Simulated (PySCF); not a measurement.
**Radial density of Si (silicon, neutral)**

UHF, [Ne] 3s2 3p2, high-spin 3P determinant. Computed with PySCF 2.14 in aug-cc-pwCVQZ, with no relativity, point nucleus.

```csv
r (bohr),4πr²ρ (e/bohr),4πr²(ρα − ρβ)
0.00179,0.06753,0.0000
0.00301,0.1847,0.0000
0.00506,0.4933,0.0000
0.00851,1.268,-0.0001
0.0143,3.049,-0.0002
0.0241,6.572,-0.0004
0.0405,11.80,0.0003
0.0682,15.71,0.0058
0.115,13.50,0.0293
0.193,9.615,0.0887
0.324,13.26,0.1361
0.546,12.19,0.0395
0.918,3.532,0.0436
1.54,1.719,0.5750
2.60,1.416,0.7422
4.37,0.2683,0.1948
7.34,0.008230,0.0075
```
